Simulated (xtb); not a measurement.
GaH3O3, SMILES [Ga]([OH])([OH])[OH]. All values are semi-empirical tight-binding results from xtb (GFN2-xTB unless named), good for trends rather than for accurate numbers. The structure is a stationary point at GFN2-xTB. The values are those of a single conformer.

For metal compounds this method's bond lengths and energies can be far off.

Computed properties:
```yaml
point_group_as_xtb_finds_it: C3h
orbital_gap: 5.11 eV
zero_point_energy: 22.9 kcal/mol
G − E(el) at 298.15 K (modified RRHO): 4.7 kcal/mol
```
